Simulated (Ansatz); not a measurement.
Abridged output of a molecular run in Ansatz:

```
Functional definition: HF
1663 factors; integrals over basis functions are off by at most 1.3e-3 eV
mean field evaluation 1: about -128734.2164 eV, gradient 2.1e1 eV
mean field evaluation 2: about -128734.2746 eV, gradient 2.1e1 eV
mean field evaluation 4: about -128736.2679 eV, gradient 3.5e0 eV
mean field evaluation 8: about -128736.3031 eV, gradient 1.4e-1 eV
mean field evaluation 16: about -128736.2336 eV, gradient 5.0e-1 eV
mean field -128736.30328668 eV, -4730.9718851851 hartree, gradient 8.2e-6 eV, S^2 0.000000; 0 other end points of the search recorded, 0 dependent functions left out
24 core orbitals not correlated: weight in the atoms' cores, before any rotation towards them, 1.000 or more for the frozen orbitals, at most 0.000 for the correlated occupied ones
reference -128736.30328668 eV, -4730.9718851851 hartree; 29, 29 occupied and 105, 105 virtual orbitals, 1663 factors
second order -21.51746699 eV of doubles, -0.00000000 eV of singles
cycle   1  -22.10331459 eV  change   -5.9e-1 eV  update   1.2e-1
cycle   2  -22.88683820 eV  change   -7.8e-1 eV  update   3.7e-2
cycle   3  -22.97257398 eV  change   -8.6e-2 eV  update   1.8e-2
cycle   4  -22.96365026 eV  change    8.9e-3 eV  update   5.8e-3
cycle   5  -22.96472645 eV  change   -1.1e-3 eV  update   2.9e-3
cycle   6  -22.96382648 eV  change    9.0e-4 eV  update   1.2e-3
cycle   7  -22.96350824 eV  change    3.2e-4 eV  update   4.9e-4
cycle   8  -22.96374763 eV  change   -2.4e-4 eV  update   1.7e-4
cycle   9  -22.96378043 eV  change   -3.3e-5 eV  update   6.4e-5
perturbative correction -0.72686070 eV, -0.0267116382 hartree
Total energy: -128759.99392782 eV, -4731.8425001888 hartree
```

Its atoms:

```xyz
13

C     1.138   -0.100   -1.729
Se    0.607   -1.422   -0.389
Ge   -1.657   -0.631   -0.095
B    -1.307    0.875    1.270
In    0.839    0.485    1.877
H     0.631   -0.315   -2.667
H     2.215   -0.198   -1.855
H     0.909    0.908   -1.386
H    -2.385   -1.849    0.508
H    -2.203   -0.377   -1.515
H    -2.127    1.693    1.563
H     2.107    1.452    1.194
H     1.232   -0.521    3.224
```

Which basis set was used?
A. cc-pV(T+d)Z
B. def2-TZVPP
C. def2-SVPD
D. def2-SVP

D. It gives 158 functions.

Write the keys of the input that set method, charge and spin (a neutral closed shell needs none for the last two).


```yaml
correlation: {method: ccsd_t}
```
